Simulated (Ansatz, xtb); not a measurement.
**FHPTe−: where a starting geometry ends**

The starting geometry of this gas-phase singlet has its atoms placed at random.

```yaml
atoms:
  - { symbol: F, position_ang: [-1.2319, 0.7517, 0.6229] }
  - { symbol: P, position_ang: [1.0587, 1.2863, 0.3816] }
  - { symbol: Te, position_ang: [-0.6595, -0.4332, -0.7309] }
  - { symbol: H, position_ang: [1.3100, -0.7768, -1.0439] }
```

Problem. One run relaxed it with r2SCAN-D4/def2-SVPD. What is a likely outcome?

Solution. It ends as `F[TeH]=[P-]`. Distances that change by over a tenth: F1–Te3 (1.89 → 2.18 Å), P2–Te3 (2.67 → 2.28 Å), Te3–H4 (2.02 → 1.75 Å).

The energy falls by 3.42 eV over 16 steps:

```json
{"step": "1", "E − E(last) (eV)": "3.418"}
{"step": "3", "E − E(last) (eV)": "1.280"}
{"step": "4", "E − E(last) (eV)": "1.007"}
{"step": "6", "E − E(last) (eV)": "0.622"}
{"step": "8", "E − E(last) (eV)": "0.280"}
{"step": "9", "E − E(last) (eV)": "0.137"}
{"step": "11", "E − E(last) (eV)": "0.007"}
{"step": "13", "E − E(last) (eV)": "0.001"}
{"step": "14", "E − E(last) (eV)": "0.000"}
{"step": "16", "E − E(last) (eV)": "0.000"}
```

Final geometry (Å):

```xyz
4

F    -1.5999   -0.2325    0.5130
P     1.6308    1.7606    0.1608
Te   -0.0083    0.4894   -0.7953
H     0.4547   -1.1894   -0.6487
```

From the same start GFN2-xTB reaches the same bonding as this run.

From so rough a start the end depends on the optimiser's path, so another program may land elsewhere. The end wasn't checked by frequencies. Atoms past krypton carry core potentials, without spin–orbit terms. Run with Ansatz 0.2.0, 33 s on 2 threads of Arm Neoverse V2, with other jobs on the host.
